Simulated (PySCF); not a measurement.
# `[CH3][Co-3]([Cl])([Cl])([Cl])([Cl])[Cl]`, [CH₃Cl₅Co]3-, charge -3

Geometry:
```csv
atom,x (Å),y (Å),z (Å)
Co1,-0.007,0.005,-0.639
C2,0.010,-0.007,1.338
H3,-0.993,-0.216,1.710
H4,0.343,0.965,1.703
H5,0.697,-0.780,1.686
Cl6,0.013,-0.011,-3.146
Cl7,2.251,0.004,-0.636
Cl8,-2.277,0.021,-0.689
Cl9,-0.008,2.273,-0.683
Cl10,-0.027,-2.255,-0.644
```

Total charge -3.

Method: PySCF, GIAO wB97X/def2-SVP (def2-TZVP on Co) magnetisability, rotational g tensor and spin-rotation constants, non-relativistic, gas phase. Geometry: GFN2-xTB.

For an ion the centre-of-mass motion in the field is neglected. The highest occupied orbital is unbound at this level, so the values depend on the basis.

(1) Give the nuclear spin-rotation constants along the inertial axes (H = +C I·J) beside the isotropic shieldings.

## Answers

(1) Rotational constants 0.8038, 0.8036, 0.7015 GHz. A star marks the isotopologue with that one atom substituted, in its own axes.
```csv
atom,isotope,Caa (kHz),Cbb (kHz),Ccc (kHz),mean (kHz),σ (ppm)
Co1,59Co,23.287,23.282,31.757,26.109,-21716.7
H3,1H,-0.056,-0.056,0.093,-0.006,28.2
H4,1H,-0.054,-0.054,0.089,-0.006,28.3
H5,1H,-0.048,-0.048,0.075,-0.006,28.5
Cl6,35Cl,-0.018,-0.018,0.039,0.001,1147.6
Cl7,35Cl,-0.074,-0.074,-0.220,-0.123,1430.8
Cl8,35Cl,-0.054,-0.054,-0.213,-0.107,1396.6
Cl9,35Cl,-0.057,-0.057,-0.213,-0.109,1401.5
Cl10,35Cl,-0.071,-0.071,-0.219,-0.120,1425.8
C2,13C*,0.097,0.097,0.180,0.124,160.9
```
Where two moments of inertia are equal or nearly so, the constants along those axes are given as their average.
For the geometry as given, no vibrational averaging.
